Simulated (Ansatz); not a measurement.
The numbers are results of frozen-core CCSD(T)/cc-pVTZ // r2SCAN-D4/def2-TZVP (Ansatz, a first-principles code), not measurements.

Ansatz 0.2 input:
```yaml
crystal:
  periodic: [false, false, false]
  atoms:
    - { symbol: N, position_ang: [-0.512385, 1.499291, -0.460876] }
    - { symbol: Si, position_ang: [0.133872, -0.085316, -0.305301] }
    - { symbol: N, position_ang: [1.304483, 0.07204, 0.935093] }
    - { symbol: N, position_ang: [-0.797603, -1.444362, 0.182645] }
    - { symbol: H, position_ang: [-0.872691, 1.993136, 0.342022] }
    - { symbol: H, position_ang: [-1.005719, 1.762294, -1.299806] }
    - { symbol: H, position_ang: [0.551105, -0.429096, -1.693464] }
    - { symbol: H, position_ang: [1.915802, 0.872986, 0.950169] }
    - { symbol: H, position_ang: [1.756898, -0.749029, 1.304767] }
    - { symbol: H, position_ang: [-1.20711, -1.487713, 1.103944] }
    - { symbol: H, position_ang: [-1.364757, -1.936126, -0.490167] }
basis:
  gaussian: { orbitals: cc-pVTZ }
correlation:
  method: ccsd_t
```

Output:

```
Functional definition: HF
1267 factors; integrals over basis functions are off by at most 1.1e-3 eV
mean field evaluation 1: about -12417.5547 eV, gradient 5.2e1 eV
mean field evaluation 2: about -12417.7175 eV, gradient 5.2e1 eV
mean field evaluation 4: about -12423.1015 eV, gradient 3.2e0 eV
mean field evaluation 8: about -12423.1465 eV, gradient 1.4e-1 eV
mean field evaluation 16: about -12421.4972 eV, gradient 2.8e1 eV
mean field -12423.14655166 eV, -456.5422150625 hartree, gradient 1.9e-6 eV, S^2 0.000000; 0 other end points of the search recorded, 0 dependent functions left out
8 core orbitals not correlated
reference -12423.14655166 eV, -456.5422150625 hartree; 13, 13 occupied and 201, 201 virtual orbitals, 1267 factors
second order -21.05314585 eV of doubles, -0.00000000 eV of singles
cycle   1  -21.43456657 eV  change   -3.8e-1 eV  update   8.1e-2
cycle   2  -21.88416674 eV  change   -4.5e-1 eV  update   2.3e-2
cycle   3  -21.96089709 eV  change   -7.7e-2 eV  update   1.0e-2
cycle   4  -21.95299204 eV  change    7.9e-3 eV  update   2.3e-3
cycle   5  -21.95380440 eV  change   -8.1e-4 eV  update   1.1e-3
cycle   6  -21.95395972 eV  change   -1.6e-4 eV  update   3.1e-4
cycle   7  -21.95379084 eV  change    1.7e-4 eV  update   1.1e-4
cycle   8  -21.95377218 eV  change    1.9e-5 eV  update   3.6e-5
cycle   9  -21.95376992 eV  change    2.3e-6 eV  update   1.0e-5
perturbative correction -0.80918458 eV, -0.0297369848 hartree
Total energy: -12445.90950616 eV, -457.3787382109 hartree
```

Cost: around 120 core-seconds (rough).
